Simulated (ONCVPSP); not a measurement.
**Se (Z = 34): one change to an ONCV potential, before and after**

- Element: selenium (Se)
- Generator: ONCVPSP 4.0.1
- Type: optimised norm-conserving Vanderbilt (ONCV)
- Functional: PBEsol
- Relativity: non-relativistic
- Frozen core: [Ar]
- Valence charge: 16
- Reference configuration: 3d10 4s2 4p4
- Partial waves: 4s: rc 1.50 bohr, ncon 4, nbas 7, qcut 4.1 1/bohr, 2 projectors, debl 3.4 Ha; 4p: rc 1.90 bohr, ncon 5, nbas 8, qcut 4.2 1/bohr, 1 projector; 3d: rc 1.20 bohr, ncon 4, nbas 9, qcut 15 1/bohr, 3 projectors, debl 1.6 Ha
- Local potential: polynomial inside 1.10 bohr (lpopt 3, dvloc0 6 Ha)
- Core correction: none

In the d channel the program set the typed energies aside and used -2.001, 0.250, 1.850 Ha.

All-electron outer shells of the reference configuration (PBEsol, non-relativistic, ld1.x):

| shell | level (eV) | outermost node (bohr) | outermost maximum (bohr) |
| --- | --- | --- | --- |
| 3s | -205.78 | 0.24 | 0.51 |
| 3p | -151.16 | 0.22 | 0.50 |
| 3d | -54.46 | – | 0.45 |
| 4s | -16.72 | 0.71 | 1.53 |
| 4p | -6.55 | 0.74 | 1.82 |

Change: local potential polynomial inside 0.85 bohr (lpopt 3, dvloc0 0 Ha).

Cutoffs: the cutoffs (Ha) at which the residual kinetic energy of the hardest occupied pseudo-wave falls to 1 and 0.1 mHa per electron; they do not see the model core or the augmentation charge, which bear on the density cutoff. Errors are all-electron minus pseudo energies relative to the spin-unpolarised reference configuration.

Q: What does the change do?

A: The potential gets neither clearly harder nor softer (85 Ha and 94 Ha → 85 Ha and 94 Ha); the lowest positive-energy flag moves from s at 175.6 eV to s at 24.2 eV; of the 4 tests that both files solve, the error grows in 4 and shrinks in 0 by more than 15 % and 0.3 meV (median size 8.3 → 17.2 meV); the range in which the s phases agree narrows (upper end at the end of the scan → 0.9); the range in which the p phases agree narrows (upper end 1.9 → 0.9); neither file shows a bound ghost.

| quantity | base | changed |
| --- | --- | --- |
| cutoff, loose | 85 Ha | 85 Ha |
| cutoff, tight | 94 Ha | 94 Ha |
| bound ghosts | none | none |
| GHOST(+) flags under 300 eV | s at 175.6 eV | s at 24.2 eV |
| error for 3d10 4s2 4p3, meV [ΔE 10.88 eV] | +1.9 | +4.1 |
| error for 3d10 4s2 4p2, meV [ΔE 31.25 eV] | +8.1 | +18 |
| error for 3d10 4s2 4p1, meV [ΔE 62.11 eV] | +15 | +35 |
| error for 3d10 4s1 4p4, meV [ΔE 21.76 eV] | +8.5 | +16 |
| s: phases at 1.52 bohr within 0.05 rad from the reference energy up to (Ha; the scan ends near 5) | to the end of the scan | 0.9 |
| p: phases at 1.93 bohr within 0.05 rad from the reference energy up to (Ha; the scan ends near 5) | 1.9 | 0.9 |
| d: phases at 1.22 bohr within 0.05 rad from the reference energy up to (Ha; the scan ends near 5) | to the end of the scan | to the end of the scan |
